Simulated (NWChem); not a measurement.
System: CHClF$_{2}$; SMILES FC(F)Cl

Here is an NWChem input.

```
start job
memory heap 200 mb stack 900 mb global 1100 mb
geometry units angstroms noautoz
  F     -0.145291     1.038489     1.090958
  C      0.371571     0.454133     0.000000
  F     -0.145291     1.038489    -1.090958
  Cl    -0.056434    -1.290291     0.000000
  H      1.458580     0.543970     0.000000
end
basis spherical
  F library 6-31g*
  C library 6-31g*
  Cl library 6-31g*
  H library 6-31g*
end
dft
  xc xwpbe 1.00 cpbe96 1.0 hfexch 1.00
  cam 0.4 cam_alpha 0.0 cam_beta 1.0
  iterations 150
  vectors input atomic output neutral.movecs
end
task dft energy
charge 1
dft
  odft
  mult 2
  vectors input atomic output cation.movecs
end
task dft energy
```

Output (shortened):

```
             Northwest Computational Chemistry Package (NWChem) 7.3.0
             --------------------------------------------------------

 CS  symmetry detected

                             Geometry "geometry" -> ""
                             -------------------------

 Output coordinates in angstroms (scale by  1.889725989 to convert to a.u.)

  No.       Tag          Charge          X              Y              Z
 ---- ---------------- ---------- -------------- -------------- --------------
    1 F                    9.0000    -0.14419086    -1.03838986     1.09095800
    2 C                    6.0000     0.37052873    -0.45214588     0.00000000
    3 F                    9.0000    -0.14419086    -1.03838986    -1.09095800
    4 Cl                  17.0000    -0.06385860     1.29069978     0.00000000
    5 H                    1.0000     1.45785928    -0.53800345     0.00000000

 Effective nuclear repulsion energy (a.u.)     166.6873830342

      Symmetry information
      --------------------

 Group name             Cs
 Group number              2
 Group order               2
 No. of unique centers     4

  pbe96 is a nonlocal functional; adding pw91lda local functional.

                                 NWChem DFT Module
                                 -----------------

 Summary of "ao basis" -> "ao basis" (spherical)
 ------------------------------------------------------------------------------
       Tag                 Description            Shells   Functions and Types
 ---------------- ------------------------------  ------  ---------------------
 F                           6-31g*                  6       14   3s2p1d
 C                           6-31g*                  6       14   3s2p1d
 Cl                          6-31g*                  8       18   4s3p1d
 H                           6-31g*                  2        2   2s

      Symmetry analysis of basis
      --------------------------

        a'         39
        a"         23

            General Information
            -------------------
          SCF calculation type: DFT
          Wavefunction type:  closed shell.
          No. of atoms     :     5
          No. of electrons :    42
           Alpha electrons :    21
            Beta electrons :    21
          Charge           :     0
          Spin multiplicity:     1
          Use of symmetry is: on ; symmetry adaption is: on
          Maximum number of iterations: 150
          AO basis - number of functions:    62
                     number of shells:    28
          Convergence on energy requested:  1.00D-06
          Convergence on density requested:  1.00D-05
          Convergence on gradient requested:  5.00D-04

              XC Information
              --------------
                     Hartree-Fock (Exact) Exchange  1.000
                     LC-wPBE(h)Exchange Functional  1.000
            Perdew 1991 LDA Correlation Functional  1.000 local
           PerdewBurkeErnz. Correlation Functional  1.000 non-local

           Range-Separation Parameters
           ---------------------------
           Alpha           :  0.00
           Beta            :  1.00
           Gamma           :  0.40
           Short-Range HF  :     F

             Grid Information
             ----------------
          Grid used for XC integration:  medium
          Radial quadrature: Mura-Knowles
          Angular quadrature: Lebedev.
          Tag              B.-S. Rad. Rad. Pts. Rad. Cut. Ang. Pts.
          ---              ---------- --------- --------- ---------
          F                   0.50       49           8.0       434
          C                   0.70       49           7.0       434
          Cl                  1.00       88           8.0       590
          H                   0.35       45           8.0       434
          Grid pruning is: on
          Number of quadrature shells:   231
          Spatial weights used:  Erf1

      Superposition of Atomic Density Guess
      -------------------------------------

 Sum of atomic energies:        -696.35373345

      Non-variational initial energy
      ------------------------------

 Total energy =    -697.331500
 1-e energy   =   -1296.763178
 2-e energy   =     432.744295
 HOMO         =      -0.398298
 LUMO         =       0.115150

      Symmetry analysis of molecular orbitals - initial
      -------------------------------------------------

  Numbering of irreducible representations:

     1 a'          2 a"

  Orbital symmetries:

     1 a'          2 a'          3 a"          4 a'          5 a'
     6 a'          7 a'          8 a"          9 a'         10 a"
    11 a'         12 a'         13 a"         14 a'         15 a'
    16 a"         17 a"         18 a'         19 a'         20 a"
    21 a'         22 a'         23 a"         24 a'         25 a'
    26 a'         27 a'         28 a'         29 a"         30 a'
    31 a"

   convergence    iter        energy       DeltaE   RMS-Dens  Diis-err
 ---------------- ----- ----------------- --------- --------- ---------
 d= 0,ls=0.0,diis     1   -698.0910792736 -8.65D+02  1.78D-02  1.45D+00
 d= 0,ls=0.0,diis     2   -698.1268123472 -3.57D-02  8.13D-03  1.36D+00
 d= 0,ls=0.0,diis     3   -698.2483759488 -1.22D-01  1.20D-03  1.33D-02
 d= 0,ls=0.0,diis     4   -698.2493970367 -1.02D-03  5.40D-04  2.42D-03
 d= 0,ls=0.0,diis     5   -698.2496397771 -2.43D-04  1.96D-04  5.64D-05
  Resetting Diis
 d= 0,ls=0.0,diis     6   -698.2496540846 -1.43D-05  6.60D-05  3.82D-06
 d= 0,ls=0.0,diis     7   -698.2496553114 -1.23D-06  1.35D-05  1.94D-07
 d= 0,ls=0.0,diis     8   -698.2496553771 -6.57D-08  5.31D-06  3.83D-08

         Total DFT energy =     -698.249655377140
      One electron energy =    -1297.271164377277
           Coulomb energy =      487.020638137873
    Exchange-Corr. energy =      -54.686512171978
 Nuclear repulsion energy =      166.687383034242

 Numeric. integr. density =       41.999996746607

                  Occupations of the irreducible representations
                  ----------------------------------------------

                     irrep           alpha         beta
                     --------     --------     --------
                     a'               14.0         14.0
                     a"                7.0          7.0

                       DFT Final Molecular Orbital Analysis
                       ------------------------------------

 Vector   19  Occ=2.000000D+00  E=-4.880691D-01  Symmetry=a'
              MO Center=  1.2D-01, -1.4D-01,  1.3D-12, r^2= 2.6D+00
   Bfn.  Coefficient  Atom+Function         Bfn.  Coefficient  Atom+Function
  ----- ------------  ---------------      ----- ------------  ---------------
    50      0.459700  4 Cl py                 3     -0.259707  1 F  px
    31     -0.259707  3 F  px                 4      0.232522  1 F  py
    32      0.232522  3 F  py                17      0.199454  2 C  px
    62      0.188712  5 H  s                  7     -0.186349  1 F  px
    35     -0.186349  3 F  px                46     -0.176784  4 Cl py

 Vector   20  Occ=2.000000D+00  E=-4.539394D-01  Symmetry=a"
              MO Center= -6.1D-02,  1.1D+00,  3.3D-14, r^2= 1.6D+00
   Bfn.  Coefficient  Atom+Function         Bfn.  Coefficient  Atom+Function
  ----- ------------  ---------------      ----- ------------  ---------------
    51      0.721133  4 Cl pz                55      0.363661  4 Cl pz
    47     -0.280599  4 Cl pz                 4     -0.154116  1 F  py
    32      0.154116  3 F  py                 8     -0.111113  1 F  py
    36      0.111113  3 F  py                23      0.043124  2 C  pz
     6     -0.035257  1 F  s                 34      0.035257  3 F  s

 Vector   21  Occ=2.000000D+00  E=-4.532899D-01  Symmetry=a'
              MO Center= -6.0D-03,  1.1D+00,  1.7D-14, r^2= 1.5D+00
   Bfn.  Coefficient  Atom+Function         Bfn.  Coefficient  Atom+Function
  ----- ------------  ---------------      ----- ------------  ---------------
    49      0.708647  4 Cl px                53      0.371362  4 Cl px
    45     -0.276277  4 Cl px                62     -0.130493  5 H  s
    50      0.124153  4 Cl py                61     -0.109950  5 H  s
    17     -0.106020  2 C  px                54      0.064029  4 Cl py
     3      0.055554  1 F  px                20     -0.055481  2 C  s

 Vector   22  Occ=0.000000D+00  E= 1.088017D-01  Symmetry=a'
              MO Center=  1.6D-01,  6.3D-01,  4.7D-15, r^2= 2.5D+00
   Bfn.  Coefficient  Atom+Function         Bfn.  Coefficient  Atom+Function
  ----- ------------  ---------------      ----- ------------  ---------------
    20      1.188693  2 C  s                 54      0.882870  4 Cl py
    52     -0.702976  4 Cl s                 22      0.690272  2 C  py
    18      0.477264  2 C  py                50      0.412689  4 Cl py
    62     -0.390072  5 H  s                 53     -0.227517  4 Cl px
    16      0.200972  2 C  s                 48     -0.161536  4 Cl s

 Vector   23  Occ=0.000000D+00  E= 2.149330D-01  Symmetry=a'
              MO Center=  1.4D+00, -4.5D-01, -3.9D-14, r^2= 2.3D+00
   Bfn.  Coefficient  Atom+Function         Bfn.  Coefficient  Atom+Function
  ----- ------------  ---------------      ----- ------------  ---------------
    62      2.000698  5 H  s                 21     -1.134480  2 C  px
    20     -1.054620  2 C  s                 17     -0.469387  2 C  px
    54      0.175442  4 Cl py                48     -0.161545  4 Cl s
    53      0.158463  4 Cl px                 7      0.136842  1 F  px
    35      0.136842  3 F  px                18      0.135149  2 C  py

 Vector   24  Occ=0.000000D+00  E= 2.228210D-01  Symmetry=a"
              MO Center=  4.0D-01, -3.0D-01, -2.1D-15, r^2= 2.0D+00
   Bfn.  Coefficient  Atom+Function         Bfn.  Coefficient  Atom+Function
  ----- ------------  ---------------      ----- ------------  ---------------
    23      1.177020  2 C  pz                 6     -0.605355  1 F  s
    34      0.605355  3 F  s                 19      0.531460  2 C  pz
    55     -0.278053  4 Cl pz                 8     -0.238915  1 F  py
    36      0.238915  3 F  py                 7     -0.221681  1 F  px
    35      0.221681  3 F  px                 9      0.183147  1 F  pz

     Multipole analysis of the density
     ---------------------------------

     L   x y z        total         alpha         beta         nuclear
     -   - - -        -----         -----         ----         -------
     0   0 0 0     -0.000000    -21.000000    -21.000000     42.000000

     1   1 0 0      0.578486      0.289243      0.289243      0.000000
     1   0 1 0     -0.178672     -0.089336     -0.089336      0.000000
     1   0 0 1      0.000000      0.000000      0.000000      0.000000

     2   2 0 0    -19.392613    -15.754020    -15.754020     12.115427
     2   1 1 0     -0.799581      0.485184      0.485184     -1.769950
     2   1 0 1      0.000000      0.000000      0.000000      0.000000
     2   0 2 0    -21.289729    -98.573444    -98.573444    175.857159
     2   0 1 1      0.000000      0.000000      0.000000      0.000000
     2   0 0 2    -21.792882    -49.148626    -49.148626     76.504369

                                 NWChem DFT Module
                                 -----------------

      Symmetry analysis of basis
      --------------------------

        a'         39
        a"         23

            General Information
            -------------------
          SCF calculation type: DFT
          Wavefunction type:  spin polarized.
          No. of atoms     :     5
          No. of electrons :    41
           Alpha electrons :    21
            Beta electrons :    20
          Charge           :     1
          Spin multiplicity:     2
          Use of symmetry is: on ; symmetry adaption is: on
          Maximum number of iterations: 150
          This is a Direct SCF calculation.
          AO basis - number of functions:    62
                     number of shells:    28
          Convergence on energy requested:  1.00D-06
          Convergence on density requested:  1.00D-05
          Convergence on gradient requested:  5.00D-04

              XC Information
              --------------
                     Hartree-Fock (Exact) Exchange  1.000
                     LC-wPBE(h)Exchange Functional  1.000
            Perdew 1991 LDA Correlation Functional  1.000 local
           PerdewBurkeErnz. Correlation Functional  1.000 non-local

           Range-Separation Parameters
           ---------------------------
           Alpha           :  0.00
           Beta            :  1.00
           Gamma           :  0.40
           Short-Range HF  :     F

             Grid Information
             ----------------
          Grid used for XC integration:  medium
          Radial quadrature: Mura-Knowles
          Angular quadrature: Lebedev.
          Tag              B.-S. Rad. Rad. Pts. Rad. Cut. Ang. Pts.
          ---              ---------- --------- --------- ---------
          F                   0.50       49           8.0       434
          C                   0.70       49           7.0       434
          Cl                  1.00       88           8.0       590
          H                   0.35       45           8.0       434
          Grid pruning is: on
          Number of quadrature shells:   231
          Spatial weights used:  Erf1

      Superposition of Atomic Density Guess
      -------------------------------------

 Sum of atomic energies:        -696.35373345

 Renormalizing density from      42.00 to     41

      Non-variational initial energy
      ------------------------------

 Total energy =    -686.817738
 1-e energy   =   -1265.887865
 2-e energy   =     412.382744
 HOMO         =      -0.747798
 LUMO         =      -0.245802

   Symmetry analysis of molecular orbitals - initial alpha
   -------------------------------------------------------

  Numbering of irreducible representations:

     1 a'          2 a"

  Orbital symmetries:

     1 a'          2 a'          3 a"          4 a'          5 a'
     6 a'          7 a"          8 a'          9 a'         10 a"
    11 a'         12 a'         13 a"         14 a'         15 a'
    16 a"         17 a"         18 a'         19 a'         20 a"
    21 a'         22 a'         23 a"         24 a'         25 a'
    26 a'         27 a'         28 a'         29 a"         30 a'
    31 a"

   Symmetry analysis of molecular orbitals - initial beta
   ------------------------------------------------------

  Numbering of irreducible representations:

     1 a'          2 a"

  Orbital symmetries:

     1 a'          2 a'          3 a"          4 a'          5 a'
     6 a'          7 a"          8 a'          9 a'         10 a"
    11 a'         12 a'         13 a"         14 a'         15 a'
    16 a"         17 a"         18 a'         19 a'         20 a"
    21 a'         22 a'         23 a"         24 a'         25 a'
    26 a'         27 a'         28 a'         29 a"         30 a'
    31 a"

[...]
```

Level: LC-wPBE (HJS exchange hole, range parameter 0.4 per bohr)/6-31G* (spherical d), vertical spin-unrestricted ions. Structure relaxed at the B3LYP/6-31G* (spherical d) level.
